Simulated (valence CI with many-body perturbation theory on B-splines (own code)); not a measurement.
# E1 line list for Sn¹⁹⁺

Method: valence CI with perturbative core correlation (CI+MBPT): three valence electrons over a frozen Dirac-Fock core [Ar] 3d10, radial functions for each j: 11 s, 11 p, 10 d, 8 f, 5 g, 2 h, with the one-electron correlation potential Σ1, the two-electron term Σ2, the three-electron term Σ3, Breit, model QED; selected CI, second order for the rest, scaled by the run's own slope (own B-spline code, finite nucleus).

No measured levels were compared; by estimate levels hold to about 250 cm⁻¹ or 0.2 % of their energy and the worst to 1 %, as in measured heavy ions of charge 2 to 7; those with d or f electrons hold less well.

Lines 1 to 50 of 557 in falling wavelength, among levels below 2244300 cm⁻¹, chosen from the strongest by gf and those to the six lowest levels. Wavelengths and rates use the calculated energies, so an error of 2000 cm⁻¹ moves a line at 630.9 Å by 1.3 % and its rate by three times that or more. Electric multipoles are in the length gauge, E1 and E2 with the static RPA response of the core. Weak lines are less certain than strong ones. Lines between different terms over intervals too small for the method are left out, as are lines whose strength nearly cancels. The highest levels of a list are the least certain.

Names give the largest LS component (configuration and term), which can be under half, so a name can repeat, a term be missing and a line seem to break the LS rules; names also repeat where a configuration has a term twice. Letters in brackets count levels of one name in rising energy.

```
λ vac (Å)               Upper               Lower   A (s⁻¹)  S (a.u.) with core polarisation  S without
    630.9       4s4p5p ⁴D_1/2      4s4p5s ⁴P°_1/2  3.18e+09                         7.88e-01   8.03e-01
    626.9       4s4p5p ⁴D_3/2      4s4p5s ⁴P°_3/2  2.16e+09                         1.05e+00   1.07e+00
    603.5       4s²5p ²P°_1/2        4s²5s ²S_1/2  3.84e+09                         8.33e-01   8.46e-01
    571.5       4s4p5p ⁴P_1/2      4s4p5s ⁴P°_3/2  4.31e+09                         7.95e-01   8.10e-01
    555.1       4s4p5p ²P_1/2  4s4p5s ²P°_1/2 [a]  3.91e+09                         6.61e-01   6.69e-01
    495.3       4s²5p ²P°_3/2        4s²5s ²S_1/2  6.69e+09                         1.61e+00   1.63e+00
    489.9       4s4p5p ⁴P_3/2      4s4p5s ⁴P°_1/2  6.95e+09                         1.61e+00   1.64e+00
    415.8        4s4p² ⁴P_1/2       4s²4p ²P°_3/2  8.54e+07                         6.06e-03   6.61e-03
    374.3        4s²5d ²D_5/2       4s²5p ²P°_3/2  1.90e+10                         2.95e+00   2.98e+00
    340.1        4s4p² ⁴P_3/2       4s²4p ²P°_3/2  2.04e+08                         1.59e-02   1.74e-02
    339.3        4s²5d ²D_3/2       4s²5p ²P°_1/2  1.73e+10                         1.33e+00   1.34e+00
    337.8         4p³ ²D°_5/2        4s4p² ²P_3/2  3.71e+09                         4.23e-01   4.64e-01
    318.8        4p²4d ⁴F_9/2  4s4p4d ²F°_7/2 [a]  2.39e+09                         3.82e-01   4.19e-01
    311.0        4s4p² ⁴P_5/2       4s²4p ²P°_3/2  1.62e+09                         1.44e-01   1.58e-01
    307.0       4p4d² ²H°_9/2        4s4d² ²G_9/2  2.46e+09                         3.52e-01   3.86e-01
    307.0       4s4p5p ⁴D_3/2       4s²5p ²P°_1/2  6.76e+09                         3.86e-01   4.05e-01
    304.0        4s4p² ⁴P_1/2       4s²4p ²P°_1/2  1.83e+09                         5.07e-02   5.54e-02
    278.6    4p²4d ²D_5/2 [a]  4s4p4d ²F°_7/2 [b]  5.30e+09                         3.39e-01   3.71e-01
    278.5       4p4d² ⁴G°_9/2        4s4d² ⁴F_9/2  4.59e+09                         4.89e-01   5.36e-01
    278.5     4p³ ²P°_3/2 [a]        4s4p² ²D_3/2  3.69e+09                         1.57e-01   1.72e-01
    277.7  4p4d² ⁴G°_11/2 [a]      4s4p4f ⁴G_11/2  3.35e+09                         4.25e-01   4.65e-01
    276.6       4p²4f ⁴G°_7/2       4s4p4f ⁴F_7/2  3.67e+09                         3.07e-01   3.35e-01
    274.0   4p4d² ²F°_7/2 [a]        4s4d² ⁴F_9/2  5.53e+09                         4.50e-01   4.92e-01
    269.6        4p²4d ²G_9/2  4s4p4d ²F°_7/2 [b]  5.89e+09                         5.70e-01   6.24e-01
    269.2       4p4d² ⁴F°_7/2   4s4p4f ⁴F_9/2 [b]  4.04e+09                         3.11e-01   3.40e-01
    268.3        4s4p² ²D_3/2       4s²4p ²P°_3/2  7.42e+08                         2.83e-02   3.09e-02
    265.9        4p²4d ⁴F_9/2      4s4p4d ⁴D°_7/2  3.59e+09                         3.33e-01   3.65e-01
    265.2        4p²4d ⁴F_5/2      4s4p4d ⁴D°_3/2  5.43e+09                         3.00e-01   3.29e-01
    260.7   4p²4f ²G°_7/2 [a]   4s4p4f ⁴F_9/2 [a]  8.51e+09                         5.95e-01   6.51e-01
    258.3         4p³ ²D°_5/2        4s4p² ²D_5/2  1.05e+10                         5.36e-01   5.87e-01
    257.7   4p²4f ²G°_9/2 [a]      4s4p4f ⁴G_11/2  6.33e+09                         5.35e-01   5.84e-01
    256.5   4p²4f ²G°_7/2 [c]        4s4d² ²G_9/2  6.44e+09                         4.29e-01   4.69e-01
    254.5        4p²4d ²G_9/2  4s4p4d ²F°_7/2 [a]  5.37e+09                         4.36e-01   4.79e-01
    254.2        4p²4d ⁴F_7/2      4s4p4d ⁴F°_9/2  1.19e+10                         7.71e-01   8.43e-01
    251.7        4p²4d ⁴F_5/2      4s4p4d ⁴F°_7/2  1.38e+10                         6.51e-01   7.11e-01
    250.2        4p²4d ⁴F_3/2      4s4p4d ⁴F°_5/2  1.26e+10                         3.88e-01   4.24e-01
    247.0    4p²4d ²D_5/2 [b]  4s4p4d ²P°_3/2 [b]  1.09e+10                         4.88e-01   5.34e-01
    246.0        4s4p² ²P_1/2       4s²4p ²P°_3/2  2.98e+09                         4.38e-02   4.80e-02
    246.0     4p³ ²P°_3/2 [b]        4s4p² ²P_3/2  1.85e+10                         5.43e-01   5.94e-01
    245.4        4p²4d ⁴F_9/2      4s4p4d ⁴F°_9/2  1.17e+10                         8.56e-01   9.36e-01
    244.1   4s4p4f ²F_7/2 [b]       4s²4f ²F°_7/2  7.20e+09                         4.13e-01   4.52e-01
    243.9        4s4d² ²F_5/2       4s²4f ²F°_5/2  7.16e+09                         3.08e-01   3.37e-01
    243.7     4p³ ²P°_3/2 [a]        4s4p² ⁴P_5/2  1.98e+10                         5.66e-01   6.19e-01
    243.1   4p²4f ²G°_7/2 [b]   4s4p4f ²G_7/2 [a]  5.33e+09                         3.02e-01   3.31e-01
    242.9        4s4p² ²D_5/2       4s²4p ²P°_3/2  6.84e+09                         2.90e-01   3.18e-01
    241.6    4p²4d ²F_7/2 [b]  4s4p4d ²F°_5/2 [b]  4.75e+09                         2.65e-01   2.90e-01
    241.1       4p²4f ⁴F°_7/2        4s4d² ²F_7/2  4.78e+09                         2.64e-01   2.90e-01
    240.8    4p²4d ²F_7/2 [b]  4s4p4d ²F°_7/2 [b]  7.64e+09                         4.21e-01   4.61e-01
    240.3        4p²4d ⁴P_5/2      4s4p4d ⁴D°_7/2  1.37e+10                         5.63e-01   6.16e-01
    239.3       4p²4f ⁴F°_9/2        4s4d² ²F_7/2  7.86e+09                         5.32e-01   5.82e-01
```
